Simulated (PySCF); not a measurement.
C₆H₁₀S.
Geometry (GFN2-xTB, Å), atoms numbered from 1 in this order:
```xyz
17
C6H10S angstrom
C      3.1204    0.1861   -0.8615
C      2.0034    0.0879    0.0515
C      1.1069    0.0256    0.8465
C     -0.0289   -0.0988    1.7208
S     -1.2169   -1.3716    1.1202
C     -1.5874   -0.7189   -0.5415
C     -2.4888    0.5009   -0.5086
H      2.7815    0.0252   -1.8849
H      3.5727    1.1751   -0.7917
H      3.8700   -0.5658   -0.6162
H     -0.5657    0.8474    1.8143
H      0.2722   -0.4473    2.7096
H     -0.6313   -0.5044   -1.0204
H     -2.0715   -1.5469   -1.0581
H     -3.4010    0.2832    0.0428
H     -1.9877    1.3424   -0.0348
H     -2.7550    0.7919   -1.5229
```

Computed, not measured: PySCF 2.14.0, density-fitted response routines, TDDFT PBE0/def2-SVPD, vertical, gas phase, core orbitals frozen in the response. GFN2-xTB frequencies show an imaginary mode (34i cm⁻¹), so this geometry is no minimum at that level.

Frontier orbitals with the atoms that hold most of them (Löwdin shares over 4%, at most four atoms; ? is withheld):

```
orbital  ε (eV)                           atoms
 LUMO+2    0.85  S5 46%, H12 11%, C4 10%, C3 5%
 LUMO+1    0.55    C1 19%, C2 13%, C3 9%, C7 8%
   LUMO    0.34                               ?
   HOMO   -6.33            S5 70%, C6 8%, C4 8%
 HOMO-1   -7.38                               ?
 HOMO-2   -7.49    C3 36%, C2 36%, C1 7%, C4 7%
 HOMO-3   -8.86    S5 47%, C6 18%, C4 7%, C7 7%
```

Task: Which atoms hold the LUMO, and with what shares?

Result: S5 (bonded to 2 C) 42%; C4 (bonded to C, S and 2 H) 13%; C2 (bonded to 2 C) 13%; C3 (bonded to 2 C) 11%. By element: sulfur 42%, carbon 37% or more.

Task: Which atoms hold the HOMO-1, and with what shares?

Result: C2 (bonded to 2 C) 33%; C3 (bonded to 2 C) 32%; S5 (bonded to 2 C) 11%; C4 (bonded to C, S and 2 H) 7%. By element: carbon 72% or more, sulfur 11%.

Task: How does S1 compare with the orbital gap of 6.67 eV?

Result: S1 is at 5.18 eV (f = 0.0070), 1.49 eV below the gap, made of HOMO→LUMO (93%). 

Next come S2 at 5.89 eV (f 0.038), HOMO→LUMO+1 (49%), HOMO→LUMO+2 (49%); S3 at 5.96 eV (f 0.0097), HOMO→LUMO+1 (43%), HOMO→LUMO+2 (41%), HOMO→LUMO+3 (10%); S4 at 6.16 eV (f 0.0050), HOMO-2→LUMO (44%), HOMO-1→LUMO (38%); S5 at 6.39 eV (f 0.015), HOMO→LUMO+3 (57%), HOMO→LUMO+4 (31%).

One conformer stands for the species.
